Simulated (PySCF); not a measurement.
C3H3ClF4, SMILES FC([C@@H](CCl)F)(F)F. Geometry optimised at r2SCAN-D4/def2-SVP. The structure was generated by enumeration; whether it is a known compound was not checked. The values are those of a single conformer.

Computed equilibrium geometry at r2SCAN-D4/def2-SVP (PySCF confirms it by a frequency run) as bond lengths and angles (one conformer of several):
Atoms: F1 C2 C3 Cl4 C5 F6 F7 F8 H9 H10 H11. Bonds (Å): F1–C2 1.370, C2–C3 1.512, C2–C5 1.528, C2–H9 1.108, C3–Cl4 1.788, C3–H10 1.099, C3–H11 1.099, C5–F6 1.346, C5–F7 1.329, C5–F8 1.341. Angles (°): F1–C2–C3 111.1, F1–C2–C5 107.6, F1–C2–H9 109.0, C3–C2–C5 115.5, C3–C2–H9 107.6, C5–C2–H9 105.9, C2–C3–Cl4 113.4, C2–C3–H10 109.8, C2–C3–H11 108.5, Cl4–C3–H10 108.4, Cl4–C3–H11 107.5, H10–C3–H11 109.2, C2–C5–F6 109.5, C2–C5–F7 112.9, C2–C5–F8 109.8, F6–C5–F7 108.7, F6–C5–F8 107.9, F7–C5–F8 107.9.
